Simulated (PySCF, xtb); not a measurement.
Si(Me)2(OH)(PH2) (C₂H₉OPSi), SMILES C[Si](C)(O)P. The values are those of a single conformer.

Harmonic wavenumbers (cm⁻¹) from xtb with GFN2-xTB at its own minimum, in rising order: 64, 89, 102, 122, 136, 186, 211, 217, 258, 453, 661, 680, 705, 737, 778, 788, 810, 819, 850, 899, 1146, 1370, 1374, 1481, 1485, 1486, 1489, 2287, 2373, 3031, 3035, 3037, 3043, 3051, 3056, 3650.

Q: What does PBE-D3(BJ)/def2-SVP in PySCF give at its own minimum? (Estimate from the structure and the level; the computed values follow.)

A: 93, 124, 149, 157, 160, 169, 209, 232, 256, 421, 600, 621, 661, 664, 719, 754, 771, 780, 842, 897, 1045, 1211, 1217, 1375, 1375, 1383, 1389, 2304, 2323, 2965, 2969, 3058, 3062, 3078, 3079, 3756. Paired by order, the mean absolute difference is 52 cm⁻¹ and the zero-point energies are 65.7 and 64.1 kcal/mol.
